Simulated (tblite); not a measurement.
O$_{3}$W, charge -1, doublet, geometry from GFN2-xTB (such geometries of metal compounds can be far from the true shape) (the multiplicity is a formal guess); tblite with GFN1-xTB.

tblite was given this input:
```
$ tblite run mol.xyz --method gfn1 --charge -1 --spin 1 --json tblite.json --no-restart

# file mol.xyz
4

W      0.00000000     0.00000000     0.00000000
O      1.54088556    -0.32207064    -0.68740617
O     -0.49883780    -0.83178938     1.41769966
O     -1.04204776     1.15386002    -0.73029349
```

Output, abridged:

```
xTB calculator
 | screened Coulomb repulsion
 | Coulomb electrostatics
 |  * isotropic Klopman-Ohno-Mataga-Nishimoto electrostatics
 |  * onsite third-order electrostatics
 | DFT-D3(BJ) dispersion correction

halogen bonding energy    0.0000000000000E+00 Eh
repulsion energy          9.2499176268650E-02 Eh
dispersion energy        -9.1463828216497E-04 Eh
number of electrons       2.5000000000000E+01 e
integral cutoff           3.6814730210589E+01 bohr

------------------------------------------------------------
  cycle        total energy    energy error   density error
------------------------------------------------------------
      1     -16.38197947427  -1.6473564E+01   1.2904222E+00
      2     -16.69061246463  -3.0863299E-01   4.7589636E-01
      3     -16.70030752054  -9.6950559E-03   2.3584198E-01
      4     -16.69854589674   1.7616238E-03   9.7828412E-02
      5     -16.70126643605  -2.7205393E-03   3.7240203E-03
      6     -16.70126950797  -3.0719210E-06   1.3269560E-03
      7     -16.70126990326  -3.9529334E-07   1.2829017E-05
------------------------------------------------------------

electronic energy        -1.6792854441249E+01 Eh
total energy             -1.6701269903262E+01 Eh

Post processing:
 | Mayer-Wiberg bond orders

[Info] JSON dump of results written to 'tblite.json'
```
